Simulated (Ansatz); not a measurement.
Ansatz (an electronic-structure program) input (CCSD(T)/def2-SVPD):

Ansatz 0.2 input:
```yaml
crystal:
  periodic: [false, false, false]
  atoms:
    - {symbol: Ba, position_ang: [-0.00000000, -0.00000000, -0.30023527]}
    - {symbol: F, position_ang: [0.00000000, 0.00000000, 1.86813054]}
basis:
  gaussian:
    orbitals: def2-SVPD
total_charge: -1
magnetization: {spin_polarized: false}
correlation: {method: ccsd_t, electrons: outside_noble_gas}
```

End of the output:

```
coupled cluster: 0.09 GiB planned
cycle   1  -6.62004370 eV  change   -6.4e-2 eV  update   2.9e-2
cycle   2  -6.63610698 eV  change   -1.6e-2 eV  update   1.1e-2
cycle   3  -6.63674728 eV  change   -6.4e-4 eV  update   5.8e-3
cycle   4  -6.64044703 eV  change   -3.7e-3 eV  update   2.3e-3
cycle   5  -6.64077384 eV  change   -3.3e-4 eV  update   8.1e-4
cycle   6  -6.64071677 eV  change    5.7e-5 eV  update   3.9e-4
cycle   7  -6.64076825 eV  change   -5.1e-5 eV  update   1.8e-4
cycle   8  -6.64077276 eV  change   -4.5e-6 eV  update   9.7e-5
cycle   9  -6.64078415 eV  change   -1.1e-5 eV  update   5.1e-5
cycle  10  -6.64079092 eV  change   -6.8e-6 eV  update   2.4e-5
cycle  11  -6.64078817 eV  change    2.7e-6 eV  update   1.2e-5
coupled cluster: 0.09 GiB planned
perturbative correction -0.14436041 eV, -0.0053051471 hartree
Total energy: -3395.32315341 eV, -124.7758244551 hartree
```

This state (charge -1, singlet) is run at the relaxed geometry of the species with charge 0 and multiplicity 2.
